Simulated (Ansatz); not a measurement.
Frontier orbitals of `B1SC[AsH]1`.

Total charge 0; spin multiplicity 1. Correlated methods include outer-core shells of As, which these sets cover unevenly. Scalar relativity is left out up to krypton. The structure was optimised at the PBE0-D4/def2-TZVP level. Basis def2-TZVPP, Ansatz 0.2.0.

Orbital energies of one run (eV). Highest occupied ones, from the top: -6.46, -7.45, -8.15, -8.59, -10.02, -11.19, -12.12, -12.29, -16.36, -17.64, -21.95, -43.22, -43.26, -43.29. Empty: -1.71, -0.85, 0.33, 0.62, 2.32, 2.38.

Q: Which functional gave them?
A. r2SCANh
B. BLYP
C. BHLYP
D. ωB97X-V

A: A. HOMO energies: r2SCANh -6.46, BLYP -5.69, BHLYP -7.82, ωB97X-V -9.10 eV.
